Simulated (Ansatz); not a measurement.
The first iterations of a band of Cl$_{3}$FGaH (6 atoms, charge 0, multiplicity 1).

Computed with RKS PBE0/def2-SVP (Ansatz 0.2.0).

```json
{"movable images": "7", "climbing image": "yes", "spring": "20.0 eV/Å²", "optimiser": "quadratic models (default)", "start path": "through a guess of the saddle point", "force threshold": "0.03 eV/Å", "iteration limit": "60", "end points": "relaxed"}
```

Image 0:

```xyz
6
Properties=species:S:1:pos:R:3
Ga -0.375 -0.589 0.122
F -1.205 0.837 -0.539
Cl 0.123 -2.121 -1.263
Cl -0.607 -0.939 2.204
H 0.481 1.690 -0.475
Cl 1.583 1.122 -0.049
```

Image 8:

```xyz
6
Properties=species:S:1:pos:R:3
Ga 0.171 -0.595 0.240
F -0.987 1.047 -0.568
Cl -0.005 -2.051 -1.302
Cl -0.728 -0.878 2.148
H -0.247 1.631 -0.609
Cl 1.797 0.846 0.091
```

| iteration | highest image above the first end (eV) | largest band force component (eV/Å) |
| --- | --- | --- |
| 1 | 0.543 | 2.780 |
| 2 | 0.259 | 2.021 |
| 3 | 0.406 | 3.507 |

Problem. Does the band converge within its limit, and where does its top end?

Solution. The run converged. It ended after 9 iterations with the highest image 0.032 eV above the first end. Another band between the same ends (7 images) ends at a top of the same energy, where a vibrational analysis finds 1 clearly imaginary mode. The orbitals stay closed-shell, which can raise the energy where a bond breaks towards radicals; this wasn't checked here.

Time of the run: 2.6 min on 2 threads of Intel(R) Xeon(R) Platinum 8488C (Sapphire Rapids), with other jobs on the host, peak memory 0.29 GiB.
